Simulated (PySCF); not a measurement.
**Computed properties of GeH2Cl2, SMILES [GeH2]([Cl])[Cl]**

GeH2Cl2, SMILES [Cl][GeH2][Cl]. Coordinates come from a B3LYP-D3(BJ)/def2-TZVP optimisation. Other conformers were not sampled. All values are computed for the isolated molecule unless a solvent is named; none is compared with measurement here.

**Structure.** The optimised structure has C2v symmetry. All 9 harmonic modes at B3LYP-D3(BJ)/def2-TZVP (PySCF) are real, so it is a minimum. With heavy atoms numbered as in [GeH2:1]([Cl:2])[Cl:3], the shortest bond between them is Ge1–Cl2 at 2.158 Å and the longest Ge1–Cl3 at 2.158 Å.

**Vibrations.** The strongest infrared lines (harmonic, unscaled, degenerate partners summed) lie at 776 cm⁻¹ (123 km/mol, H 97 %), 425 cm⁻¹ (95 km/mol, Cl 61 %, Ge 39 %), 2188 cm⁻¹ (82 km/mol, H 98 %). The softest mode is at 146 cm⁻¹ and the zero-point energy is 11.6 kcal/mol.

**Electronic structure.** B3LYP/def2-TZVPD (PySCF) places the frontier levels at -8.81 and -1.36 eV, a gap of 7.45 eV, and gives a dipole moment of 2.02 D and a mean polarisability of 60.2 bohr³.

**Excitations.** TDA-PBE0/def2-SVPD (PySCF) has S1 at 6.62 eV (187 nm, f = 0.025, weak); the most intense of the 10 singlets computed lies at 8.20 eV (f = 0.05). T1 (TDA) is at 6.06 eV, 0.56 eV under S1. No vertical singlet excitation falls in the visible range (under 3.1 eV).

**NMR.** GIAO shifts at B3LYP/pcSseg-2 (PySCF) (non-relativistic, atoms alike by connectivity averaged): ¹H at 6.6 ppm against TMS. Without spin–orbit terms, shifts of atoms bonded to Cl or Br come out too high.
